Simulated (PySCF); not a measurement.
Polarisability and C₆ of Te²⁺ (tellurium, charge +2)

[Kr] 4d10 5s2 5p2, high-spin 3P determinant. Calculation: PySCF 2.14, in aug-cc-pVTZ-PP with one added diffuse shell each of d, f type with ECP28MDF (6s5p5d3f, 67 functions); scalar relativity through the core potential. Coupled (time-dependent) response in atomic units; α is the mean over directions.

```csv
method,mean α (bohr³),"α xx, yy, zz",C₆ (like pair),S(−4)
UHF,15.50,"15.52, 15.49, 15.49",99.92,58.05
PBE,14.85,"14.51, 15.03, 15.03",94.58,52.23
PBE0,14.91,"14.69, 15.01, 15.01",95.06,52.33
r2SCAN0,14.95,"14.79, 15.03, 15.03",97.57,50.46
M06,14.80,"14.36, 15.02, 15.02",92.04,54.40
```

S(−4) is the Cauchy moment in α(ω) = α(0) + S(−4) ω² + …

Spin-orbit coupling is absent.

α(iu) at M06:

| u (hartree) | α(iu) (bohr³) |
| --- | --- |
| 0 | 14.80 |
| 0.0500 | 14.66 |
| 0.100 | 14.28 |
| 0.200 | 12.93 |
| 0.300 | 11.21 |
| 0.500 | 7.999 |
| 0.750 | 5.302 |
| 1.00 | 3.726 |
| 1.50 | 2.154 |
| 2.00 | 1.428 |
| 3.00 | 0.7754 |
| 5.00 | 0.3340 |

For an ion, C₆ is the dispersion term alone; charge-induced terms of lower order in 1/R come first.

The components differ because the open shell of this determinant is not spherical; for a pure term their mean is the scalar polarisability.

Energies and moments cover only the electrons outside the core potential.
